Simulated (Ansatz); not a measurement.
C4H8Si (`C#CC[SiH2]C`), charge 0, multiplicity 1.

Task: Give a relaxed structure at PBE0-D4/def2-TZVP (Ansatz 0.2.0). (An estimate is asked.)

Result: Computed: 
```xyz
13

C     2.154    0.392   -1.490
C     1.564   -0.305   -0.708
C     0.794   -1.103    0.216
Si   -1.029   -0.580    0.203
C    -1.197    1.232    0.614
H     2.695    0.996   -2.179
H     1.185   -0.997    1.234
H     0.859   -2.165   -0.042
H    -1.588   -0.872   -1.143
H    -1.747   -1.419    1.204
H    -0.822    1.442    1.618
H    -0.625    1.833   -0.097
H    -2.242    1.547    0.569
```
This is one stationary point; other conformers may exist.
